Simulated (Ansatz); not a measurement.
Computed with Ansatz on PBE0-D4/def2-TZVP structures; ΔE is electronic, products minus reactants. CCSD(T)/CBS is the MP2 limit (def2-TZVPP, def2-QZVPP) plus CCSD(T) − MP2 in def2-TZVPP, frozen cores. This one scheme is used for every species. Functionals use def2-TZVPP. B3LYP here is the variant with VWN-RPA as its local correlation; programs differ in this. Triplets are unrestricted, without spin–orbit coupling. One conformer a species, not always the lowest.

Reaction (formal loss of a carbene): `OCOC[SiH3]` → `[CH2]` (triplet) + `OCO[SiH3]`

`OCOC[SiH3]`:

```xyz
13

O     2.280   -0.637    0.347
C     1.129   -0.304    1.066
O    -0.017   -0.936    0.587
C    -0.423   -0.484   -0.703
Si   -1.552    1.036   -0.605
H     2.435   -1.580    0.455
H     1.203   -0.603    2.116
H     1.048    0.786    0.994
H    -0.978   -1.305   -1.164
H     0.450   -0.301   -1.339
H    -1.907    1.472   -1.984
H    -0.875    2.161    0.093
H    -2.793    0.695    0.137
```

`[CH2]` (triplet):

Z-matrix (Å, degrees):
```
C
H 1 1.079
H 1 1.079 2 134.9
```

`OCO[SiH3]`:

```xyz
10

O    -1.481   -1.612   -0.732
C    -1.001   -0.384   -0.322
O     0.376   -0.467   -0.055
Si    1.323    0.821    0.335
H    -1.342   -2.243   -0.019
H    -1.519   -0.026    0.582
H    -1.194    0.309   -1.149
H     2.693    0.292    0.515
H     1.295    1.843   -0.747
H     0.850    1.466    1.593
```

| level | ΔE (kJ/mol) | difference from CCSD(T)/CBS |
| --- | --- | --- |
| PBE-D4 | 318.2 | 22.7 |
| r2SCAN-D4 | 277.4 | -18.1 |
| PBE0-D4 | 302.0 | 6.5 |
| B3LYP-D4 | 292.4 | -3.1 |
| ωB97X-V | 311.9 | 16.4 |
| B2PLYP | 284.7 | -10.8 |
| PBE | 311.0 | 15.5 |
| r2SCAN | 275.4 | -20.1 |
| B3LYP | 281.0 | -14.5 |
| HF/def2-TZVPP | 134.3 | -161.2 |
| MP2/def2-TZVPP | 291.3 | -4.2 |
| CCSD/def2-TZVPP | 272.2 | -23.3 |
| CCSD(T)/def2-TZVPP | 286.3 | -9.2 |
| HF/def2-QZVPP | 132.9 | -162.6 |
| SCS-MP2/def2-QZVPP | 298.3 | 2.8 |
| CCSD/CBS(def2) | 281.4 | -14.1 |
| CCSD(T)/CBS | 295.5 | 0 |

Largest T1 diagnostic among the species: 0.012.

In def2-TZVPP, CCSD(T) changes the Hartree–Fock value by +152.0 kJ/mol (the triples alone add +14.1 kJ/mol) and MP2 by +157.0 kJ/mol. From PBE to PBE0 (25 % exact exchange), in def2-TZVPP and without D4, ΔE moves by −15.2 kJ/mol.
